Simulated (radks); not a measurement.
Valence configurations of the mercury ion Hg2+ (all share [Xe]). Calculated with a radial shooting solver on a logarithmic mesh with Libxc functionals: scalar-relativistic Kohn-Sham, PBE, spin-polarised, spherical densities, finite nucleus; open shells are filled with parallel spins first (spin-orbit coupling, left out, can overturn this in heavy ions); Fermi nuclear charge, rms radius 5.4648 fm. Energies are relative to 4f14 5d10; eigenvalues in eV for spin up.

| valence | E (eV) | moment (Bohr magnetons) | e(4f) | e(5d) | e(6p) | e(6s) |
|---|---|---|---|---|---|---|
| 4f14 5d10 | 0.000 | 0 | -115.07 | -28.783 | - | - |
| 4f14 5d9 6p1 | 14.697 | 2 | -120.85 | -33.571 | -17.120 | - |
| 4f14 5d9.5 6p0.5 | 7.141 | 1 | -117.95 | -31.191 | -16.041 | - |
| 4f13 5d10 6s1 | 98.501 | 2 | -132.09 | -33.377 | - | -25.469 |
| 4f14 5d8 6p2 | 31.076 | 4 | -126.67 | -38.251 | -19.110 | - |
| 4f14 5d8.5 6p1.5 | 22.672 | 3 | -123.76 | -35.923 | -18.145 | - |
| 4f13 5d10 6p1 | 107.73 | 2 | -133.82 | -34.912 | -17.204 | - |
| 4f12 5d9 6s2 6p1 | 233.68 | 4 | -156.39 | -43.202 | -19.210 | -29.767 |
| 4f14 5d7 6p3 | 49.196 | 6 | -132.54 | -42.857 | -20.892 | - |
| 4f13 5d9 6s1 6p1 | 116.04 | 4 | -138.17 | -38.319 | -18.430 | -28.368 |

NIST lists [Xe] 4f14 5d10 as the ground configuration; this level of theory agrees among the configurations tried. The energies are those of spherical high-spin densities, not of single terms.
